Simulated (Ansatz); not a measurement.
A series at Si: from `[SiH3][SiH2][SiH2][SiH3]`, ligands are replaced one by one, each step taking up H₂ and setting free SiH₄; n counts the steps. Ansatz, PBE0-D4/def2-TZVP geometries. Each molecule was computed in one conformer, which needn't be the lowest.

CBS adds triple-zeta CCSD(T) − MP2 to the MP2 limit, frozen cores; atoms without spin–orbit coupling. 

| n | molecule | atomization energy, CCSD(T)/CBS (kJ/mol) |
| --- | --- | --- |
| 0 | `[SiH3][SiH2][SiH2][SiH3]` | 4027.5 |
| 1 | `[SiH3][SiH2][SiH3]` | 3136.2 |
| 2 | `[SiH3][SiH3]` | 2246.2 |
| 3 | SiH₄ | ? |

By hand: fit a straight line y = ȳ + b (n − n̄) to the 3 given rows and predict n = 3.

n̄ = 1.000, ȳ = 3136.63; Σ(n − n̄)(y − ȳ) = -1781.30, Σ(n − n̄)² = 2.000, so b = -890.65 kJ/mol a step. Prediction: 3136.63 + (-890.65) × (2.000) = 1355.3 kJ/mol.

By hand: compare with the computed value, 1362.7 kJ/mol, and give the steps along the whole series.

The line misses by 7.4 kJ/mol (computed minus predicted). Steps: -891.3, -890.0, -883.5 kJ/mol.

The steps differ by at most 7.8 kJ/mol, 0.9 % of a mean step, so the ligands' effects nearly add and a line is close. The miss is 0.3 % of the series' range. The energies themselves are unsure by some kJ/mol a bond, though much of that is common to the series.
